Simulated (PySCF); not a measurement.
C2H5FSSi.
SMILES with atom numbers: `[CH3:1][C:2](=[S:3])[SiH2:4][F:5]` (hydrogens: H6, H7, H8 on C1; H9, H10 on Si4)

Method used: PBE0-D3(BJ)/def2-SVP geometry optimisation, gas phase in PySCF 2.14.0.

**Question.** What internal coordinates does the optimisation give?

**Answer.** 
| bond | length (Å) | order |
| --- | --- | --- |
| C1–C2 | 1.486 | single |
| C2=S3 | 1.628 | double |
| C2–Si4 | 1.886 | single |
| Si4–F5 | 1.632 | single |
| C1–H6, C1–H7, C1–H8 | 1.102 | single |
| Si4–H9, Si4–H10 | 1.486 | single |

Bonds in one row agree within 0.01 Å and their mean is given. Orders are formal, as drawn. A selection of angles:
| angle | degrees |
| --- | --- |
| C2–C1–H6 | 110.1 |
| C2–C1–H8 | 111.9 |
| H6–C1–H7 | 105.4 |
| H6–C1–H8 | 110.0 |
| C1–C2–S3 | 125.3 |
| C1–C2–Si4 | 123.1 |
| S3–C2–Si4 | 111.6 |
| C2–Si4–F5 | 109.7 |
| C2–Si4–H9 | 109.6 |
| F5–Si4–H9 | 107.8 |
| H9–Si4–H10 | 112.5 |

Dihedral angles: C1–C2–Si4–F5 -4° (synperiplanar). The mirror-image conformer, all signs reversed, is as good.

Si4 (fluorine-bound silicon) is tetrahedral (angles from 107.8° to 112.5°). The 5 heavy atoms lie in one plane (0.020 Å rms).

Point group: near Cs, missed by 0.15 Å at most; the miss may be what the optimiser left on a soft mode. Whether it is a minimum is left open (no frequencies). The numbers are those of one conformer.
